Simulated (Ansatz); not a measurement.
Isolated molecules relaxed with PBE0-D4/def2-TZVP in Ansatz; ΔE leaves out vibrations. CCSD(T)/CBS is the MP2 limit (def2-TZVPP, def2-QZVPP) plus CCSD(T) − MP2 in def2-TZVPP, frozen cores. DFT in def2-TZVPP. B3LYP here is the variant with VWN-RPA as its local correlation; programs differ in this. def2 core potentials past Kr. For Sn outer-core shells are correlated without core-valence functions, which leaves a few kJ/mol of doubt a bond. Each species was taken in one conformer, which may not be the lowest.

Consider the ligand exchange at the Si–O bond: `N[SiH2][O][SnH3]` + `N[SiH2]S` → `N[SiH2]S[SiH2]N` + `[OH][SnH3]`.

| level | ΔE (kJ/mol) | difference from CCSD(T)/CBS |
| --- | --- | --- |
| PBE-D4 | 31.6 | -18.9 |
| r2SCAN-D4 | 44.5 | -6.0 |
| PBE0-D4 | 37.1 | -13.4 |
| ωB97X-V | 49.1 | -1.4 |
| PBE | 35.6 | -14.9 |
| r2SCAN | 45.7 | -4.8 |
| PBE0 | 40.7 | -9.8 |
| B3LYP | 55.2 | 4.7 |
| HF/def2-TZVPP | 73.0 | 22.5 |
| MP2/def2-TZVPP | 47.4 | -3.1 |
| CCSD/def2-TZVPP | 56.1 | 5.6 |
| CCSD(T)/def2-TZVPP | 51.8 | 1.3 |
| MP2/def2-QZVPP | 47.4 | -3.1 |
| HF/CBS(def2) | 75.6 | 25.1 |
| MP2/CBS(def2) | 46.1 | -4.4 |
| CCSD/CBS(def2) | 54.9 | 4.4 |
| CCSD(T)/CBS | 50.5 | 0 |

Largest T1 diagnostic among the species: 0.014.

From PBE to PBE0 (25 % exact exchange), in def2-TZVPP and without D4, ΔE moves by +5.1 kJ/mol. In def2-TZVPP, CCSD(T) changes the Hartree–Fock value by −21.3 kJ/mol (the triples alone add −4.4 kJ/mol) and MP2 by −25.6 kJ/mol.
